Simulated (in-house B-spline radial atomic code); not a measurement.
The numbers below are computed, except where a source is named.
# Extrapolating the RPA correlation energy in partial waves: Tb4+

All-electron RPA on PBE orbitals from a B-spline radial code for spherical atoms, scalar-relativistic (spin-free one-electron X2C), finite nucleus, configuration [Xe] 4f7, highest spin. Without the two-electron picture change, the correlation of inner shells comes somewhat too large for so heavy an element. With empty states up to angular momentum L the sums are:

```tsv
L	E_c(L) (hartree)
5	-4.687706
6	-4.920281
7	-5.043395
8	-5.112129
9	-5.152462
```

For large l each further wave adds A/(l + 1/2)⁴, because the basis must build the cusp where two electrons meet.

(1) Estimate the limit from L = 8 and L = 9.

(2) How good is the estimate?

## Answers

(1) Wave 9 adds -0.040333, against a sum of (l + 1/2)⁻⁴ of 1.22774e-04, so A = -328.51. The sum over l > 9 is ζ(4, 10.5) = 3.3168e-04, close to 1/(3 × 10³) = 3.3333e-04. The tail is -0.108962 and the limit -5.26142 hartree.

(2) A run to L = 11 sums to -5.19364 and extrapolates to -5.24807 hartree, 5.12 millihartree from the run before, so it has not settled and is itself too deep. The estimate differs from that by -13.35 millihartree, while the bare sum at L = 9 misses 95.6 millihartree (1.8 %).
